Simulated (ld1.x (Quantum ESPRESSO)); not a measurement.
# u(r) = r·R(r): atom against pseudo-atom (silicon (Si))

Columns: radius, all-electron u(r) and pseudo u(r) of the 3p shell (level -4.08 eV) of silicon in the configuration [Ne] 3s2 3p2; PBE, scalar-relativistic, ultrasoft scheme, ld1.x (Quantum ESPRESSO) 7.5.

```
r (bohr)  all-electron   pseudo
   0.138        0.1508  -0.0085
   0.275        0.2535  -0.0333
   0.413        0.2351  -0.0731
   0.550        0.1456  -0.1250
   0.688        0.0264  -0.1865
   0.825       -0.0963  -0.2532
   0.963       -0.2117  -0.3223
   1.100       -0.3123  -0.3892
   1.238       -0.3979  -0.4516
   1.375       -0.4679  -0.5061
   1.513       -0.5237  -0.5516
   1.650       -0.5654  -0.5864
   1.788       -0.5949  -0.6109
   1.925       -0.6133  -0.6252
   2.062       -0.6224  -0.6308
   2.200       -0.6237  -0.6289
   2.338       -0.6185  -0.6211
   2.475       -0.6082  -0.6091
   2.613       -0.5938  -0.5940
   2.750       -0.5764  -0.5764
   2.888       -0.5566  -0.5566
   3.025       -0.5353  -0.5353
   3.162       -0.5129  -0.5129
   3.300       -0.4898  -0.4898
   3.438       -0.4664  -0.4664
   3.575       -0.4432  -0.4432
```

Problem. How many radial nodes do the two functions have?

Solution. The all-electron 3p function has n − l − 1 = 1; the pseudo-wave has 0, since the states of the same l below it are removed with the core.

Problem. At about which radius was the pseudo-wave matched?

Solution. 2.75 bohr, where the columns begin to agree (steps of 0.14 bohr).

Problem. Is the pseudo-wave norm-conserving?

Solution. No, it belongs to an ultrasoft set: the norm inside the radius is not constrained, and the difference is carried by the augmentation charge.
